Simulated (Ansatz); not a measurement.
Reaction (redistribution): `Cl[Si](Cl)(Cl)[GeH3]` + `FC(F)(F)[O][SnH3]` → `FC(F)(F)[O][GeH3]` + `Cl[Si](Cl)(Cl)[SnH3]`

Program: Ansatz. Geometries: PBE0-D4/def2-TZVP. ΔE: electronic, gas phase. CCSD(T)/CBS adds triple-zeta CCSD(T) − MP2 to the extrapolated MP2 energy (def2 sets, frozen cores). DFT in def2-TZVPP. B3LYP here is the variant with VWN-RPA as its local correlation; programs differ in this. Elements past krypton have def2 core potentials. For Ge, Sn outer-core shells are correlated without core-valence functions, which leaves a few kJ/mol of doubt a bond. Scalar relativity is left out up to krypton.

Is it downhill or uphill in electronic energy at CCSD(T)/CBS, and by how much? (An estimate is asked.)

Computed: Nearly level: ΔE = +1.4 kJ/mol.

What do these levels give: LDA (SPW92), B3LYP-D4, revPBE, B3LYP, CCSD/def2-SVP, SCS-MP2/def2-TZVPP? (An estimate is asked.)

Ansatz gave: LDA (SPW92) -2.0, B3LYP-D4 0.0, revPBE 2.2, B3LYP 0.1, CCSD/def2-SVP -2.5, SCS-MP2/def2-TZVPP -4.2 kJ/mol.

What do rigid-rotor, harmonic-oscillator terms from PBE0-D4/def2-TZVP frequencies (298.15 K, 1 bar) make of the CCSD(T)/CBS value? (An estimate is asked.)

The calculation gave: ΔZPE = +1.3 kJ/mol, ΔH = +2.7 kJ/mol, ΔS = 0 J/(mol·K), ΔG = +2.7 kJ/mol. Modes under 50 cm⁻¹ make the entropy rough.

Largest T1 diagnostic among the species: 0.013.

From r2SCAN to r2SCAN0 (25 % exact exchange), in def2-TZVPP and without D4, ΔE moves by −3.3 kJ/mol. At CCSD(T), def2-SVP lies −3.6 kJ/mol from the extrapolated value and def2-TZVPP −3.6 kJ/mol. Leaving LDA and LC-ωPBE aside and taking each functional with its dispersion term where it has one, the values, not all of them listed here, spread over 8.8 kJ/mol, from PBE-QIDH to B97M-V. LDA lies −3.6 kJ/mol from PBE without D4.
